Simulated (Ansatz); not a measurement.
iodine monochloride (ClI), singlet, at a GFN2-xTB geometry (core potentials on I); WB97X/def2-SVP (Ansatz, a first-principles code).

Here is a job for Ansatz.
Ansatz 0.2 input:
```yaml
crystal:
  periodic: [false, false, false]
  atoms:
    - {symbol: Cl, position_ang: [-0.00000000, -0.00000000, -1.74625450]}
    - {symbol: I, position_ang: [0.00000000, 0.00000000, 0.56011937]}
basis:
  gaussian:
    orbitals: def2-SVP
hamiltonian:
  xc: {name: wB97X}
accuracy: high
```

**Question.** Write the output that Ansatz gives for this input, abridged.

**Answer.** 
```
Functional definition: wB97X
883 factors; integrals over basis functions are off by at most 3.5e-9 eV
202 factors; integrals over basis functions are off by at most 1.0e-9 eV
mean field evaluation 1: about -20620.0556 eV, gradient 1.0e1 eV
mean field evaluation 2: about -20620.2768 eV, gradient 5.5e0 eV
mean field evaluation 4: about -20620.3521 eV, gradient 6.3e-1 eV
mean field evaluation 8: about -20620.3930 eV, gradient 8.4e-3 eV
mean field evaluation 16: about -20620.3930 eV, gradient 1.2e-6 eV
mean field -20620.39297947 eV, -757.7854649912 hartree, gradient 1.3e-8 eV, S^2 0.000000; 0 other end points of the search recorded, 0 dependent functions left out
reference -20620.39297796 eV, -757.7854649355 hartree; 21, 21 occupied and 23, 23 virtual orbitals, 883 factors
Total energy: -20620.39297796 eV, -757.7854649355 hartree
```
